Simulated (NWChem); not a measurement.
H3FSi in NWChem

SMILES: F[SiH3]
```xyz
5

Si     0.4940    -0.1169     0.0000
F     -1.0869     0.2572     0.0000
H      0.7926    -0.9128     1.2224
H      0.7926    -0.9128    -1.2224
H      1.2802     1.1475     0.0000
```
Charge 0, spin multiplicity 1.

All runs are NWChem calculations. All single points use one geometry, from PBE0/def2-SVP, a minimum by its harmonic frequencies.

Symmetry labels belong to the abelian group Cs used in the runs, with the axes of the coordinates shown; states degenerate in a higher group split over its labels.

The structure started from a generated list of species.

Q: List the lowest 6 singlet excitations that TD-PBE/def2-SVPD gives, with oscillator strengths.

A: 
| state | symmetry | energy (eV) | wavelength (nm) | f |
|---|---|---|---|---|
| 1 | a' | 7.44 | 167 | 0.003 |
| 2 | a" | 7.44 | 167 | 0.003 |
| 3 | a' | 8.59 | 144 | 0.074 |
| 4 | a" | 8.59 | 144 | 0.074 |
| 5 | a" | 8.96 | 138 | 0.000 |
| 6 | a' | 9.19 | 135 | 0.008 |
